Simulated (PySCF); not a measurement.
C₉H₉N₃, SMILES Cn1cccc1-c1ncccn1.

Coordinates come from a B3LYP-D3(BJ)/def2-SVP optimisation. This is a generated structure with no PubChem entry under its InChIKey; it may be hypothetical. The values are those of a single conformer.

Computed with PBE/def2-SVP run with PySCF.

Symmetry labels are those of the subgroup Cs that the program uses (full group Cs).

Problem. List the valence orbital energies around the gap with their symmetry. (The exact figures need the calculation; the answer reports its results.)

Solution. 
```csv
orbital,symmetry,energy (eV)
HOMO−7,A",-8.99
HOMO−6,A',-8.92
HOMO−5,A",-7.79
HOMO−4,A",-7.27
HOMO−3,A',-6.84
HOMO−2,A",-5.71
HOMO−1,A',-5.38
HOMO,A",-5.01
LUMO,A",-1.90
LUMO+1,A",-1.83
LUMO+2,A",0.42
LUMO+3,A",1.19
```
